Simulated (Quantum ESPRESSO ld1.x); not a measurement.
The numbers below are computed, except where a source is named.
Radial electron density D(r) = 4 pi r^2 rho(r) of an atom or ion with 22 electrons. Code: ld1.x of Quantum ESPRESSO 7.5. Model: non-relativistic Kohn-Sham, LDA (Slater exchange, Perdew-Zunger correlation), spin-unpolarised, spherical densities, point nucleus.

| r (bohr) | D(r) (e/bohr) |
|---|---|
| 0.006558 | 2.880 |
| 0.007574 | 3.673 |
| 0.008817 | 4.714 |
| 0.01026 | 5.995 |
| 0.01195 | 7.547 |
| 0.01391 | 9.386 |
| 0.0162 | 11.51 |
| 0.0187 | 13.76 |
| 0.02177 | 16.31 |
| 0.02535 | 18.93 |
| 0.02951 | 21.44 |
| 0.03435 | 23.60 |
| 0.03967 | 25.11 |
| 0.04619 | 25.91 |
| 0.05377 | 25.77 |
| 0.0626 | 24.71 |
| 0.07287 | 22.99 |
| 0.08416 | 21.21 |
| 0.09798 | 19.78 |
| 0.1141 | 19.41 |
| 0.1328 | 20.45 |
| 0.1546 | 22.72 |
| 0.1785 | 25.30 |
| 0.2078 | 27.37 |
| 0.2419 | 27.62 |
| 0.2817 | 25.41 |
| 0.3279 | 21.03 |
| 0.3817 | 15.72 |
| 0.4409 | 11.32 |
| 0.5132 | 8.561 |
| 0.5975 | 8.011 |
| 0.6956 | 8.840 |
| 0.8097 | 9.689 |
| 0.9352 | 9.553 |
| 1.089 | 8.195 |
| 1.267 | 6.101 |
| 1.475 | 4.045 |
| 1.718 | 2.553 |
| 1.984 | 1.743 |
| 2.309 | 1.323 |
| 2.688 | 1.081 |
| 3.13 | 0.8502 |
| 3.644 | 0.6025 |
| 4.208 | 0.3945 |
| 4.899 | 0.2432 |
| 5.703 | 0.1647 |
| 6.639 | 0.1328 |
| 7.729 | 0.1181 |
| 8.998 | 0.1023 |
| 10.39 | 0.08095 |
| 12.1 | 0.05444 |
| 14.08 | 0.03025 |
| 16.39 | 0.01341 |
| 19.09 | 0.004605 |
| 22.04 | 0.001290 |
| 25.66 | 0.0002509 |

What is the nuclear charge?

Answer. Z = 22. The innermost maximum, from 1s, lies near 1/Z = 0.0455 bohr (found: 0.0488), and its height grows with Z. The density is that of neutral titanium in [Ne] 3s2 3p5 3d2 4s2 4d1; the configuration itself is not fixed sharply by these data, and Z only to about a unit. D(r) has 3 maxima, at r = 0.0488, 0.229, 0.856 bohr, and minima at 0.110, 0.579 bohr, inside which lie 2.15, 10.50 electrons.
